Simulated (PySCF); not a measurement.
C9H9N3, SMILES c1(-c2ncccn2)cccn1C.

Geometry optimised at B3LYP-D3(BJ)/def2-SVP. The structure was generated by enumeration, and PubChem lists no compound with its InChIKey, so it may never have been made. The values are those of a single conformer.

All values below come from PBE/def2-SVP in PySCF.

The molecule is in vacuum.

```
Property                                                                                                          Value
---------------------------------------------------------------------------------------------  ------------------------
total energy                                                                                         -511.62962 hartree
point group                                                                                                          Cs
highest occupied level                                                                                         -5.01 eV
lowest empty level                                                                                             -1.90 eV
orbital gap                                                                                                     3.11 eV
dipole moment                                                                                                    2.09 D
quadrupole, principal values (traceless, Buckingham form, about the centre of nuclear charge)  -11.22, -2.67, 13.90 D·Å
mean static polarisability                                                                       124.7 bohr³ (18.47 Å³)
polarisability, principal values                                                               54.0, 120.3, 199.7 bohr³
```
